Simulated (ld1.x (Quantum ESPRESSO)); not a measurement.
# boron, TM: configuration errors across variants

```json
{
  "Element": "boron",
  "Generator": "ld1.x (Quantum ESPRESSO) 7.5",
  "Type": "norm-conserving Troullier–Martins (Kleinman–Bylander form)",
  "Functional": "LDA (PZ)",
  "Relativity": "scalar-relativistic",
  "Frozen core": "[He]",
  "Valence charge": "3",
  "Reference configuration": "2s1.75 2p1.25",
  "Partial waves": "2s (bound): rc 1.55 bohr; 2p (bound): rc 1.70 bohr; 3d channel at 0.25 Ry: rc 1.45 bohr",
  "Local potential": "all-electron potential smoothed inside 1.35 bohr (lloc = -1)",
  "Core correction": "a·sin(br)/r model core, default radius (core density twice the valence density)"
}
```

All-electron excitation energies from the reference (eV): (1) 2s2 2p1 -1.418; (2) 2s2 2p0 6.908; (3) 2s1 2p0 32.213; (4) 2s1 2p1 12.865; (5) 2s1 2p2 4.267; (6) 2s2 2p0.5 1.524; (7) 2s0 2p3 9.983; (8) 2s1.75 2p1.25 spin -0.562; (9) 2s2 2p1 spin -1.653.

Spin tests fill each open shell by Hund’s rule, majority spin first.

2 further variants failed, have other tests or another functional or relativity, and are left out.

Errors AE − PS in meV (a dash: test not solved or not reliable):

| change | (1) | (2) | (3) | (4) | (5) | (6) | (7) | (8) | (9) | bound ghosts |
| --- | --- | --- | --- | --- | --- | --- | --- | --- | --- | --- |
| base | +0.2 | +13 | +51 | +2.0 | +2.1 | +2.4 | +12 | +12 | +4.9 | none |
| wave 3d channel at 0.25 Ry: rc 1.45 bohr becomes 3d channel at 0.25 Ry: rc 2.14 bohr | +0.2 | +13 | +51 | +2.0 | +2.1 | +2.4 | +12 | +12 | +4.9 | none |
| type ultrasoft; waves now 2s (bound): rcut 1.35, rcutus 1.55 bohr; 2s channel at -0.35 Ry: rcut 1.35, rcutus 1.55 bohr; 2p (bound): rcut 1.50, rcutus 1.70 bohr; 2p channel at 2.05 Ry: rcut 1.50, rcutus 1.70 bohr; 3d channel at 0.25 Ry: rcut 1.25, rcutus 1.45 bohr; 3d channel at 1.65 Ry: rcut 1.25, rcutus 1.45 bohr; local potential all-electron potential smoothed inside 1.25 bohr (lloc = -2); augmentation built from norm-conserving waves at rcut, not smoothed further | +0.2 | +2.2 | +24 | -1.1 | +1.9 | +0.2 | +11 | +9.6 | +3.6 | none |
| wave 2s (bound): rc 1.55 bohr becomes 2s (bound): rc 1.84 bohr | +0.2 | +21 | +55 | -1.1 | +2.0 | +4.0 | +12 | +12 | +5.5 | none |
| local potential all-electron potential smoothed inside 1.40 bohr (lloc = -1) | +0.2 | +13 | +51 | +2.0 | +2.1 | +2.3 | +12 | +12 | +4.9 | none |

Question: Give the same row for: all radii but the core radius scaled by about 1.05 (s 1.62, p 1.78, d 1.52 bohr); local potential all-electron potential smoothed inside 1.42 bohr (lloc = -1).

Answer: +0.2, +16, +55, +1.0, +2.1, +2.9, +13, +12, +5.3; bound ghosts: none.
